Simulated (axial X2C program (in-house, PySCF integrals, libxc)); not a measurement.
## Spin–orbit effects down a group: molecules with B (ions), PBE0

Calculated with an in-house all-electron X2C program for linear molecules (integrals from PySCF), spin-free (one-electron X2C) or two-component (2c: spin–orbit coupling with atomic mean-field Coulomb and Gaunt terms, which also bring small scalar terms), in Dyall basis sets with cores contracted in-house; open shells are unrestricted.

Basis sets: B dyall-av3z, Br dyall-acv3z, Cl dyall-av3z, I dyall-acv3z.

```json
{"molecule": "BCl⁻", "spin-free state": "M_S = 1/2, Λ = 1", "Re (Å)": "1.860", "ωe (cm⁻¹)": "532.8", "De (eV)": "1.79", "2c state": "Ω = 1/2", "Re 2c (Å)": "1.860", "ωe 2c (cm⁻¹)": "533.5", "De 2c (eV)": "1.79"}
{"molecule": "BBr⁻", "spin-free state": "M_S = 1/2, Λ = 1", "Re (Å)": "2.080", "ωe (cm⁻¹)": "414.7", "De (eV)": "1.45", "2c state": "Ω = 1/2", "Re 2c (Å)": "2.078", "ωe 2c (cm⁻¹)": "416.8", "De 2c (eV)": "1.46"}
{"molecule": "BI⁻", "spin-free state": "M_S = 1/2, Λ = 1", "Re (Å)": "2.357", "ωe (cm⁻¹)": "343.6", "De (eV)": "1.16", "2c state": "Ω = 1/2", "Re 2c (Å)": "2.354", "ωe 2c (cm⁻¹)": "346.3", "De 2c (eV)": "1.18"}
```

Question: Work out the shifts from the spin-free to the two-component result.

Answer: 

```json
{"molecule": "BCl⁻", "2c state": "Ω = 1/2", "ΔRe (Å)": "0.000", "Δωe (cm⁻¹)": "0.7", "ΔDe (eV)": "0.00"}
{"molecule": "BBr⁻", "2c state": "Ω = 1/2", "ΔRe (Å)": "-0.002", "Δωe (cm⁻¹)": "2.1", "ΔDe (eV)": "0.01"}
{"molecule": "BI⁻", "2c state": "Ω = 1/2", "ΔRe (Å)": "-0.003", "Δωe (cm⁻¹)": "2.7", "ΔDe (eV)": "0.02"}
```

Shifts of one unit in the last digit are rounding.

Fragments in 2c: Cl- + B, Br- + B, I- + B. Each entry is the lowest single determinant of a limited PBE0 search at one distance. De goes to single-determinant-based atoms at the same level (for ions the charge split of lowest energy) and is withheld (n/a) where an atom does not fit its ground term or J level. Main or longest-lived isotopes. Some light 2c atoms are not at their ground J level, so De misses part of their lowering (0.04 eV or less). The functionals have no current term, which raises determinants with orbital currents.
